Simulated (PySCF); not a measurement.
Delta-SCF ions had no search for a lower state. Excitations are Tamm–Dancoff values on a coarser integration grid. The basis has no diffuse functions, so Rydberg states are missing or too high.

# CH3NO, SMILES `NC=O` (charge 0, multiplicity 1)

Computed with CAM-B3LYP-D3(BJ)/def2-TZVP (PySCF).

```yaml
HOMO: -9.09 eV
dipole_moment: 4.01 D
HOMO–LUMO gap: 10.78 eV
LUMO: 1.69 eV
S1 excitation (TDA): 5.79 eV
S1 oscillator strength: 0.002
T1 excitation (TDA): 5.23 eV
S1–T1 gap (TDA): 0.55 eV
vertical ionisation energy (Delta-SCF): 10.32 eV
total_energy: -4623.25 eV
cost: very roughly 30 core-seconds
```

Bonded distances (Å): N1–C2 1.352, N1–H4 1.006, N1–H5 1.003, C2–O3 1.205, C2–H6 1.104. Angles (°): C2–N1–H4 119.2, C2–N1–H5 121.3, H4–N1–H5 119.5, N1–C2–O3 124.8, N1–C2–H6 112.6, O3–C2–H6 122.6.
Charge 0, spin multiplicity 1.
